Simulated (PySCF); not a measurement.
C3H5ClSi, SMILES C([Si@@H](C)Cl)#C.

Geometry: B3LYP-D3(BJ)/def2-SVP. The structure was generated by enumeration; whether it is a known compound was not checked.

Computed with PySCF with TDA-PBE/def2-SVPD.

Vertical excitations. The molecule is in vacuum.

```csv
state,energy (eV),λ (nm),f,main pairs
S1,5.64,220,0.000,HOMO→LUMO 98 %
S2,5.99,207,0.012,"HOMO−1→LUMO 59 %, HOMO→LUMO+1 36 %"
S3,6.08,204,0.001,"HOMO−2→LUMO 80 %, HOMO−1→LUMO+1 18 %"
S4,6.16,201,0.001,"HOMO−1→LUMO+1 79 %, HOMO−2→LUMO 19 %"
S5,6.29,197,0.018,HOMO−3→LUMO 85 %
S6,6.41,194,0.022,HOMO−2→LUMO+1 77 %
S7,6.63,187,0.002,HOMO−3→LUMO+1 98 %
S8,7.20,172,0.093,HOMO→LUMO+2 78 %
S9,7.37,168,0.011,HOMO−1→LUMO+2 97 %
S10,7.48,166,0.021,HOMO−4→LUMO 82 %
T1,4.81,258,0,"HOMO−1→LUMO 64 %, HOMO→LUMO+1 23 %"
T2,5.17,240,0,"HOMO→LUMO 71 %, HOMO−1→LUMO+1 21 %"
T3,5.24,237,0,"HOMO→LUMO+1 62 %, HOMO−1→LUMO 28 %"
T4,5.76,215,0,"HOMO−2→LUMO 39 %, HOMO−1→LUMO+1 34 %, HOMO→LUMO 25 %"
```
Triplets are in the Tamm–Dancoff approximation.
